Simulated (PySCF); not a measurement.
**Working with the constants of MoCl⁻**

UHF constants of MoCl⁻, ⁷Σ⁺ (septet), unpaired electrons σ ↑↑, π ↑↑, δ ↑↑ (PySCF, scalar-relativistic core potentials, basis sets Mo def2-TZVPPD with ECP28, Cl def2-TZVPPD; masses 97.9054 and 34.9689 u):

* ωe: 197.0 cm⁻¹
* ωexe: 1.49 cm⁻¹
* Be: 0.092897 cm⁻¹
* αe: 0.000802 cm⁻¹
* D (centrifugal): 8.26e-08 cm⁻¹

Give the vibrational terms G(v) and spacings up to v = 6.

G(v) = ωe(v+½) − ωexe(v+½)².

```json
{"v": "0", "G(v) (cm⁻¹)": "98.1", "G(v) − G(v−1)": "", "Bv (cm⁻¹)": "0.09250"}
{"v": "1", "G(v) (cm⁻¹)": "292.1", "G(v) − G(v−1)": "194.0", "Bv (cm⁻¹)": "0.09169"}
{"v": "2", "G(v) (cm⁻¹)": "483.2", "G(v) − G(v−1)": "191.0", "Bv (cm⁻¹)": "0.09089"}
{"v": "3", "G(v) (cm⁻¹)": "671.2", "G(v) − G(v−1)": "188.1", "Bv (cm⁻¹)": "0.09009"}
{"v": "4", "G(v) (cm⁻¹)": "856.3", "G(v) − G(v−1)": "185.1", "Bv (cm⁻¹)": "0.08929"}
{"v": "5", "G(v) (cm⁻¹)": "1038.4", "G(v) − G(v−1)": "182.1", "Bv (cm⁻¹)": "0.08849"}
{"v": "6", "G(v) (cm⁻¹)": "1217.5", "G(v) − G(v−1)": "179.1", "Bv (cm⁻¹)": "0.08768"}
```

These are scalar-relativistic numbers at best; spin–orbit coupling would shift them, the dissociation energy most. Hartree–Fock leaves out correlation, which carries a large part of most bond energies and some tenths to 1 eV of ionisation energies. The state is the lowest single determinant that the PBE0 search found; with open d or f shells the true ground state can be another one.
